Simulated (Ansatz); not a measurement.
Two isomers of CH6BFOSi: A = `OB([SiH3])CF`, B = `B[SiH](F)OC`.

Computed with Ansatz on PBE0-D4/def2-TZVP structures; ΔE is electronic, products minus reactants. CCSD(T)/CBS is the MP2 limit (def2-TZVPP, def2-QZVPP) plus CCSD(T) − MP2 in def2-TZVPP, frozen cores. DFT in def2-TZVPP. B3LYP here is the variant with VWN-RPA as its local correlation; programs differ in this. Each species was taken in one conformer, which may not be the lowest.

Which is lower in electronic energy at CCSD(T)/CBS, and by how much? (An estimate is asked.)

The calculation gave: B, by 21.1 kcal/mol.

Give E(B) − E(A) in kcal/mol with B2PLYP, CCSD(T)/def2-TZVPP, B3LYP-D4, PBE0-D4, ωB97M-V, B3LYP, HF/def2-TZVPP. (An estimate is asked.)

Computed: B2PLYP -20.6, CCSD(T)/def2-TZVPP -20.0, B3LYP-D4 -18.9, PBE0-D4 -15.4, ωB97M-V -18.5, B3LYP -19.0, HF/def2-TZVPP -26.9. None reverses the order clearly.

Largest T1 diagnostic: 0.013.

In def2-TZVPP, CCSD(T) changes the Hartree–Fock value by +6.9 kcal/mol (the triples alone add +1.2 kcal/mol) and MP2 by +4.7 kcal/mol. From PBE to PBE0 (25 % exact exchange), in def2-TZVPP and without D4, E(B) − E(A) moves by −2.8 kcal/mol.
